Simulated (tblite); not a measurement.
C6H10F2Si.
SMILES with atom numbers: `[CH3:1]/[C:2]([CH2:3][CH:4]([F:5])[F:6])=[C:7]1\[CH2:8][SiH2:9]1` (hydrogens: H10, H11, H12 on C1; H13, H14 on C3; H15 on C4; H16, H17 on C8; H18, H19 on Si9)

Structure optimised with GFN2-xTB, isolated species.

Task: Give the optimised bond lengths and angles.

Result: 
```
                  bond  length (Å)
                 C1–C2       1.503
                 C2–C3       1.510
                 C3–C4       1.522
          C4–F5, C4–F6       1.358
                 C2=C7       1.319
                 C7–C8       1.505
                C8–Si9       1.903
                C7–Si9       1.853
C1–H10, C1–H11, C1–H12       1.089
        C3–H13, C3–H14       1.092
                C4–H15       1.101
        C8–H16, C8–H17       1.083
      Si9–H18, Si9–H19       1.452
```

Bonds in one row agree within 0.01 Å and their mean is given. A selection of angles:
```
    angle  degrees
 C1–C2–C3    116.1
 C1–C2–C7    123.3
 C3–C2–C7    120.6
 C2–C3–C4    110.7
 C3–C4–F5    111.0
 F5–C4–F6    105.8
 C2–C7–C8    137.8
C2–C7–Si9    154.0
C8–C7–Si9     68.1
C7–C8–Si9     64.7
C7–Si9–C8     47.2
```

Torsions: C1–C2–C3–C4 85° (synclinal); C2–C3–C4–F5 67° (synclinal); C1–C2–C7–C8 -2° (synperiplanar); C2–C7–C8–Si9 -177° (antiperiplanar); C2–C7–Si9–C8 175° (antiperiplanar). The mirror-image conformer, all signs reversed, is as good.

Of the pairs four or more bonds apart, C8···H11 is among the closest relative to their van der Waals radii: 2.84 Å, 98 % of the sum of Bondi's values. Si9 (SiH2 silicon) has angles from 47.2° to 119.7°. The 3-membered ring C7–C8–Si9 has internal angles of 47.2° to 68.1°. The C–C distances run from 1.319 Å (C2=C7, drawn double) to 1.522 Å (C3–C4, drawn single), a spread of 0.203 Å. The C–Si distances run from 1.853 Å (C7–Si9, drawn single) to 1.903 Å (C8–Si9, drawn single), a spread of 0.050 Å.

Point group: C1 (no symmetry element, even within 0.4 Å). Its GFN2-xTB frequencies are all real (lowest 27 cm⁻¹). One conformer, not necessarily the lowest.

All values are computed, not measured.
